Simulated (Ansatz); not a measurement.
The same path of H4O2Si2 (8 atoms, charge 0, multiplicity 1) was run twice with different band settings. The coordinate that changes most is the dihedral O1–Si2–O3–H5.

The calculation used RKS PBE-D4/def2-SVP (Ansatz).

Relaxed end points:

```xyz
8
Properties=species:S:1:pos:R:3
O 1.268 -1.395 1.610
Si 0.819 -0.379 0.527
O 1.815 0.639 -0.340
Si -1.337 0.074 -0.286
H 2.766 0.561 -0.124
H -1.417 -0.399 -1.711
H -2.336 -0.656 0.561
H -1.579 1.556 -0.236
```

```xyz
8
Properties=species:S:1:pos:R:3
O 1.228 -1.807 1.421
Si 0.926 -0.531 0.598
O 2.076 0.611 0.222
Si -1.174 0.002 -0.332
H 1.762 1.387 -0.279
H -1.215 -0.545 -1.733
H -2.259 -0.615 0.499
H -1.344 1.497 -0.397
```

Common settings: spring 5.0 eV/Å²; optimiser quadratic models (default); start path IDPP; force threshold 0.03 eV/Å; iteration limit 60; end points relaxed.

| run | movable images | climbing image |
| --- | --- | --- |
| 1 | 7 | yes |
| 2 | 6 | no |

Task: What does each run give, and how far can it be trusted?

Result: Run 1: converged after 19 iterations, highest image 0.288 eV above the first end. A vibrational analysis at the climbing image gives one clearly imaginary mode, 403i cm⁻¹: a first-order saddle point.
Run 2: converged after 21 iterations, highest image 0.277 eV above the first end. No image climbed, so the highest image needn't sit at the top of the path.
